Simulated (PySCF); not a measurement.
## Dipole response of Sn (tin, neutral)

[Kr] 4d10 5s2 5p2, high-spin 3P determinant. Computed with PySCF 2.14 in aug-cc-pVTZ-DK3, with the spin-free X2C one-electron Hamiltonian (Gaussian nucleus). Coupled (time-dependent) response in atomic units; α is the mean over directions.

```json
{"method": "wB97X-V", "mean α (bohr³)": "56.58", "α xx, yy, zz": "45.91, 61.92, 61.92", "C₆ (like pair)": "610.6", "S(−4)": "1168"}
{"method": "BP86", "mean α (bohr³)": "61.61", "α xx, yy, zz": "47.84, 68.50, 68.50", "C₆ (like pair)": "668.3", "S(−4)": "1560"}
```

S(−4) is the Cauchy moment in α(ω) = α(0) + S(−4) ω² + …

Reference α: 53 ± 6 bohr³ (recommended; Schwerdtfeger and Nagle, table of static dipole polarizabilities (2023 update)). Published C₆: 659.0 (Chu and Dalgarno (2004); Tang, Norbeck and Certain (1976)).

Spin-orbit coupling is absent.

α(iu) at BP86:

```tsv
u (hartree)	α(iu) (bohr³)
0	61.61
0.0500	58.03
0.100	50.02
0.200	34.22
0.300	23.76
0.500	13.08
0.750	7.573
1.00	5.041
1.50	2.791
2.00	1.801
3.00	0.9308
5.00	0.3765
```

The components differ because the open shell of this determinant is not spherical; for a pure term their mean is the scalar polarisability.
